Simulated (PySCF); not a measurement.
Species: C₅H₇F₃O.
Atom-mapped SMILES: `[CH3:1][CH2:2][C@H:3]([CH:4]=[O:5])[C:6]([F:7])([F:8])[F:9]` (hydrogens: H10, H11, H12 on C1; H13, H14 on C2; H15 on C3; H16 on C4)

The same species was optimised twice, with GFN2-xTB and with PBE0-D3(BJ)/def2-SVP (PySCF), and the same property calculations (PySCF, gas phase) were run on both structures.

```csv
coordinate,GFN2-xTB,PBE0-D3(BJ)/def2-SVP,change
C2–C3 (Å),1.534,1.525,-0.009
C4=O5 (Å),1.192,1.199,+0.007
C6–F7 (Å),1.340,1.334,-0.006
C3–C6 (Å),1.525,1.518,-0.007
C6–F8 (Å),1.343,1.339,-0.004
C1–C2 (Å),1.524,1.520,-0.004
C3–C4 (Å),1.523,1.521,-0.002
C6–F9 (Å),1.338,1.336,-0.002
C2–C3–C6 (°),110.8,112.5,+1.7
C1–C2–C3 (°),111.7,113.3,+1.6
C3–C6–F9 (°),112.5,111.3,-1.2
F7–C6–F8 (°),106.2,107.3,+1.1
C3–C4–O5 (°),124.8,123.7,-1.1
F7–C6–F9 (°),106.7,107.6,+0.9
C3–C6–F8 (°),112.2,111.3,-0.9
C4–C3–C6 (°),108.5,109.3,+0.8
C1–C2–C3–C4 (°),-74,-72,+2
C2–C3–C4–O5 (°),4,3,-1
C2–C3–C6–F7 (°),-59,-59,0
```

Rotational constants: A = 2293, B = 1247, C = 982.9 MHz (GFN2-xTB) against A = 2298, B = 1247, C = 984.0 MHz (PBE0-D3(BJ)/def2-SVP). Point groups within 0.08 Å: C1 and C1.

On the GFN2-xTB structure: HOMO (eV) -8.01 [PBE0/pcSseg-1]; LUMO (eV) -1.28 [PBE0/pcSseg-1]; dipole (D) 1.92 [PBE0/pcSseg-1]; GIAO shielding of C1 (ppm) 172.5 [PBE0/pcSseg-1]; GIAO shielding of C2 (ppm) 167.0 [PBE0/pcSseg-1]; GIAO shielding of C3 (ppm) 124.3 [PBE0/pcSseg-1]; GIAO shielding of C4 (ppm) -14.6 [PBE0/pcSseg-1]; GIAO shielding of O5 (ppm) -378.6 [PBE0/pcSseg-1]; GIAO shielding of C6 (ppm) 52.1 [PBE0/pcSseg-1]; GIAO shielding of F7/F8/F9 (mean) (ppm) 254.4 [PBE0/pcSseg-1].

What do these properties become on the PBE0-D3(BJ)/def2-SVP structure?

```tsv
property	level	on GFN2-xTB	on PBE0-D3(BJ)/def2-SVP	change
HOMO (eV)	PBE0/pcSseg-1	-8.01	-7.97	+0.04
LUMO (eV)	PBE0/pcSseg-1	-1.28	-1.26	+0.02
dipole (D)	PBE0/pcSseg-1	1.92	1.88	-0.04
energy, GFN2-xTB geometry as zero (kcal/mol)	PBE0/pcSseg-1	0.0	-0.6	-0.6
GIAO shielding of C1 (ppm)	PBE0/pcSseg-1	172.5	170.6	-1.9
GIAO shielding of C2 (ppm)	PBE0/pcSseg-1	167.0	166.7	-0.3
GIAO shielding of C3 (ppm)	PBE0/pcSseg-1	124.3	123.8	-0.5
GIAO shielding of C4 (ppm)	PBE0/pcSseg-1	-14.6	-16.8	-2.2
GIAO shielding of O5 (ppm)	PBE0/pcSseg-1	-378.6	-391.0	-12.4
GIAO shielding of C6 (ppm)	PBE0/pcSseg-1	52.1	53.6	+1.5
GIAO shielding of F7/F8/F9 (mean) (ppm)	PBE0/pcSseg-1	254.4	258.2	+3.8
```

The heavy atoms differ by 0.017 Å rms after alignment. Among bonds between heavy atoms C2–C3 changes most (-0.009 Å). Changes are differences of the printed values. Neither structure is proved a minimum here.

Conformer computed: `[CH3:1][CH2:2][C@H:3]([CH:4]=[O:5])[C:6]([F:7])([F:8])[F:9]`: C1–C2–C3–C4 -72°, C2–C3–C4–O5 3°, C2–C3–C6–F7 -59°.
